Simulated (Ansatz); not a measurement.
`SCOBCl` and `COCS` differ in one atom or group.

Ansatz, PBE0-D4/def2-TZVP geometries, multiplicity 1. Each molecule was computed in one conformer, which needn't be the lowest.

| property | `SCOBCl` |
| --- | --- |
| HOMO–LUMO gap (B3LYP/def2-TZVPP) / eV | 6.50 |
| HOMO–LUMO gap (ωB97M-V/def2-TZVPP) / eV | 11.22 |
| LUMO energy (ωB97M-V/def2-TZVPP) / eV | 1.40 |
| LUMO energy (PBE/def2-TZVPP) / eV | -1.59 |
| HOMO–LUMO gap (PBE/def2-TZVPP) / eV | 4.71 |
| LUMO energy (PBE0/def2-TZVPP) / eV | -0.61 |

**Question.** What does the change do to each property? (Best estimate.)

**Answer.** The calculation gave: 
```
                               property  `COCS`  shift
  HOMO–LUMO gap (B3LYP/def2-TZVPP) / eV    7.10   0.60
HOMO–LUMO gap (ωB97M-V/def2-TZVPP) / eV   11.69   0.47
  LUMO energy (ωB97M-V/def2-TZVPP) / eV    2.28   0.88
      LUMO energy (PBE/def2-TZVPP) / eV   -0.45   1.14
    HOMO–LUMO gap (PBE/def2-TZVPP) / eV    5.44   0.73
     LUMO energy (PBE0/def2-TZVPP) / eV    0.50   1.11
```

With PBE0 the HOMO rises by 0.42 eV and the LUMO rises by 1.11 eV, so the gap widens by about 0.69 eV. PBE moves the HOMO by 0.43 eV and ωB97M-V by 0.41 eV.

B3LYP here is the variant with VWN-RPA as its local correlation; programs differ in this.
